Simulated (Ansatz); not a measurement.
Consider the ligand exchange at the Si–C bond: `CN[SiH2]CCl` + HCl → `CN[SiH2]Cl` + `CCl`.

Program: Ansatz. Geometries: PBE0-D4/def2-TZVP. ΔE: electronic, gas phase. CCSD(T)/CBS is the MP2 limit (def2-TZVPP, def2-QZVPP) plus CCSD(T) − MP2 in def2-TZVPP, frozen cores. This one scheme is used for every species. DFT in def2-TZVPP. B3LYP here is the variant with VWN-RPA as its local correlation; programs differ in this. Each species was taken in one conformer, which may not be the lowest.

| level | ΔE (kJ/mol) |
| --- | --- |
| ωB97M-V | -116.6 |
| B2PLYP | -121.3 |
| PBE | -117.8 |
| r2SCAN | -120.6 |
| B3LYP | -123.2 |
| HF/def2-TZVPP | -131.7 |
| MP2/def2-TZVPP | -117.2 |
| CCSD/def2-TZVPP | -114.7 |

(1) What does CCSD(T)/CBS give? (Best estimate.)

Largest T1 diagnostic among the species: 0.010.

Results:

(1) The calculation gave: -115.8 kJ/mol. The listed levels differ from it by -0.8, -5.5, -2.0, -4.8, -7.4, -15.9, -1.4, 1.1 kJ/mol.

In def2-TZVPP, CCSD(T) changes the Hartree–Fock value by +18.7 kJ/mol (the triples alone add +1.8 kJ/mol) and MP2 by +14.5 kJ/mol. The D4 term adds +6.3 kJ/mol with B3LYP and +3.8 kJ/mol with PBE0; it sums over pairs of atoms, weighted by their polarisabilities, and B3LYP, whose exchange is more repulsive, gets the larger term.
